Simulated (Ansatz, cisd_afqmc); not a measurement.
System: C, charge 0, triplet.

Total energies in cc-pVTZ, 4 correlated electrons, 1 frozen orbitals. Open shells are spin-unrestricted; no spin-orbit coupling. Cores are frozen in correlated methods. No relativity. AFQMC is phaseless with a CISD trial state; ± is one standard error, without the phaseless bias. Outlying blocks are dropped, and bars are widened where a walk drifts. Over all cases where full CI ran beside it in this data, AFQMC minus full CI had a median of +0.1 mEh and passed +0.4 mEh in a tenth of the cases. Full CI freezes restricted core orbitals and the other rows unrestricted ones, which leaves a small offset even where coupled cluster is exact.

```csv
method,program,energy (Eh),error against FCI (mEh)
HF,Ansatz,-37.69157,89.60
MP2,Ansatz,-37.75849,22.68
CCSD,Ansatz,-37.77873,2.44
CCSD(T),Ansatz,-37.78076,0.41
CCSDT(Q),Ansatz,-37.78126,-0.09
CCSDTQ,Ansatz,-37.78127,-0.10
AFQMC/CISD,cisd_afqmc,-37.7810 ± 0.0001,0.1 ± 0.1
FCI,Ansatz,-37.78117,0.00
```

Ansatz is a first-principles code.
